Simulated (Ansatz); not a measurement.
Ca₄O₃⁺, relaxed as a doublet with UKS PBE0-D4/def2-SVP in Ansatz, starting from the GFN1-xTB geometry. Force threshold 0.02 eV/Å.

The structure comes from a short search, and lower isomers may exist.

Start:

Cartesian coordinates in Å:
```
Ca -1.233 0.215 -1.650
Ca -1.232 -0.268 1.641
Ca 1.021 1.324 0.195
Ca 1.069 -1.758 -0.260
O 0.800 -0.567 1.410
O 0.802 -0.136 -1.511
O -1.227 1.189 0.174
```

Task: Estimate the energy that the relaxation releases and the steps that it takes.

Result: 5.3 kcal/mol, in 4 steps; 24 s on 4 threads of Arm Neoverse V1 on a shared host. No frequencies were taken in this run, so the end may be a saddle point.

Task: Does the start keep its bonding and symmetry?

Result: By distances, no bond broke or formed. The bond that changes most is Ca3–O5, from 2.26 to 2.18 Å (atoms count from 1). Point group C3v at the start, C3v at the end, both within 0.05 Å.

Task: Predict the relaxed structure.

Result: 
Cartesian coordinates in Å:
```
Ca -1.2638 0.2643 -1.7303
Ca -1.2643 -0.2460 1.7327
Ca 0.9817 1.2728 0.1876
Ca 1.1459 -1.8104 -0.2666
O 0.7976 -0.5395 1.3836
O 0.7980 -0.1176 -1.4802
O -1.1951 1.1763 0.1732
```
Bond lengths (bridged metal pairs left out): 9 × Ca–O 2.11 to 2.18 Å.
